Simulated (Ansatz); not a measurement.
Geometry optimisation, Ansatz, RKS revPBE-D4/def2-SVP.

input.yaml

```yaml
crystal:
  periodic: [false, false, false]
  atoms:
    - { symbol: Al, position_ang: [-0.9315, -0.5569, -0.9554] }
    - { symbol: Cl, position_ang: [1.2251, 0.8757, -1.2025] }
    - { symbol: H, position_ang: [-0.7255, -1.9677, -1.5084] }
    - { symbol: H, position_ang: [-2.16, 0.2926, -1.2785] }
    - { symbol: H, position_ang: [0.3353, 0.0968, 1.6196] }
    - { symbol: F, position_ang: [-0.5652, -0.5161, 1.122] }
    - { symbol: H, position_ang: [1.5089, 0.9903, 0.52] }
    - { symbol: F, position_ang: [1.313, 0.7854, 1.6833] }
basis:
  gaussian: { orbitals: def2-SVP }
hamiltonian:
  xc: revpbe
  dispersion: d4
relax:
  f_tol: 0.15
  max_steps: 25
  restrain:
    - { distance: [0, 5], at: 3.08, k: 30.0 }
    - { distance: [4, 7], at: 2.18, k: 30.0 }
    - { distance: [6, 1], at: 2.63, k: 30.0 }
    - { distance: [0, 1], at: 2.23, k: 30.0 }
    - { distance: [4, 5], at: 0.88, k: 30.0 }
    - { distance: [6, 7], at: 0.88, k: 30.0 }
output:
  orbitals: {}
```

Run as:

```bash
$ ansatz run input.yaml --threads 2 --pin off --max-ram 3072MiB --backend cpu --events-out ev --progress --plain --runs-dir out
```

**Question.** Where does it end, and by what steps?

**Answer.** The run converged. The restraints hold the end off the free minimum. After 8 steps the energy has risen by 0.221 eV (the restraints' own energy left out); F8 moved furthest, 0.56 Å. Parted: Al1–F6. Joined: H5–F6, H7–F8.

| step | energy less start (eV) | largest force component (eV/Å) | accepted |
| --- | --- | --- | --- |
| 0 | 0.0000 | 1.930 | yes |
| 1 | -0.1368 | 1.870 | yes |
| 2 | 0.6729 | 7.351 | yes |
| 3 | 0.2890 | 2.366 | yes |
| 4 | 0.2258 | 1.471 | yes |
| 5 | 0.2263 | 1.502 | yes |
| 6 | 0.2189 | 1.255 | yes |
| 7 | 0.2173 | 1.243 | yes |
| 8 | 0.2213 | 1.341 | yes |

```xyz
8
Properties=species:S:1:pos:R:3
Al -0.897 -0.486 -1.457
Cl 0.971 0.689 -1.581
H -0.729 -2.052 -1.654
H -2.233 0.369 -1.394
H 0.017 -0.174 1.883
F -0.695 -0.681 1.597
H 1.818 1.209 0.847
F 1.749 1.125 1.760
```

Whether the end is a true minimum wasn't checked by a vibrational analysis.

Run time: 10 s on 2 threads of AMD EPYC 7B13 (Zen 3), on a shared host, peak memory 0.14 GiB.
